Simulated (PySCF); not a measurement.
Geometries of 2 isomers of C2H6SSi, from PBE0-D3(BJ)/def2-SVP geometry optimisation, gas phase (PySCF 2.14.0). One conformer each, no zero-point energy, no frequencies.

Problem. Which isomer lies lower at this level?
A.
```xyz
10
angstrom
C      1.521   -0.471    0.114
C      1.184    0.741   -0.335
S     -0.409    1.476   -0.491
Si    -1.733   -0.065    0.213
H      2.573   -0.762    0.141
H      0.795   -1.209    0.467
H      1.960    1.436   -0.674
H     -1.627   -1.299   -0.620
H     -1.456   -0.416    1.638
H     -3.086    0.543    0.080
```
B.
```xyz
10
angstrom
C      1.509    0.913    0.308
C      0.613    0.297   -0.473
Si    -0.773   -0.743    0.215
S     -2.704   -0.010   -0.388
H      1.474    0.827    1.400
H      2.319    1.526   -0.103
H      0.689    0.421   -1.562
H     -0.752   -2.131   -0.332
H     -0.631   -0.771    1.703
H     -2.538    1.207    0.176
```

Solution. B. That is `C=C[SiH2]S`, 9.8 kcal/mol below the other.

```
    SMILES       atoms numbered as above      E (Eh)  relative (kcal/mol)  relative (kJ/mol)  dipole (D)
C=C[SiH2]S  [CH2:1]=[CH:2][SiH2:3][SH:4]  -766.87942                  0.0                0.0        1.91
C=CS[SiH3]   [CH2:1]=[CH:2][S:3][SiH3:4]  -766.86388                  9.8               40.8        1.02
```

As drawn, the lower has an S–H bond and an Si–C bond, which the higher lacks.
